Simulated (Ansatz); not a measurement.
The first iterations of a band of C2H4BN (8 atoms, charge 0, multiplicity 1).

Method: RKS PBE-D4/def2-SVP (Ansatz 0.2.0).

```json
{"movable images": "5", "climbing image": "yes", "spring": "5.0 eV/Å²", "optimiser": "quadratic models (default)", "start path": "through a guess of the saddle point", "force threshold": "0.03 eV/Å", "iteration limit": "60", "end points": "relaxed"}
```

Initial state:

```xyz
8
Properties=species:S:1:pos:R:3
C 0.261 1.140 -0.185
C -0.104 -0.268 0.081
N -1.049 -0.817 0.830
B -0.184 -1.726 0.117
H 0.205 1.341 -1.275
H -0.399 1.845 0.361
H 1.318 1.314 0.104
H 0.044 -2.887 -0.090
```

Final state:

```xyz
8
Properties=species:S:1:pos:R:3
C 0.255 1.151 -0.109
C -0.098 -0.283 -0.035
N -0.959 -1.025 -0.717
B -0.195 -1.701 0.304
H -0.340 1.681 -0.880
H 0.100 1.627 0.880
H 1.337 1.256 -0.333
H -0.009 -2.762 0.835
```

| iteration | highest image above the first end (eV) | largest band force component (eV/Å) |
| --- | --- | --- |
| 1 | 0.608 | 6.500 |
| 2 | 0.240 | 2.493 |

**Question.** Does the band converge within its limit, and where does its top end?

**Answer.** The run converged. It ended after 6 iterations with the highest image 0.021 eV above the first end. A vibrational analysis at the climbing image gives one clearly imaginary mode, 111i cm⁻¹: a first-order saddle point.

The run took 94 s on 1 thread of Arm Neoverse N1, with other jobs on the host, peak memory 0.13 GiB.
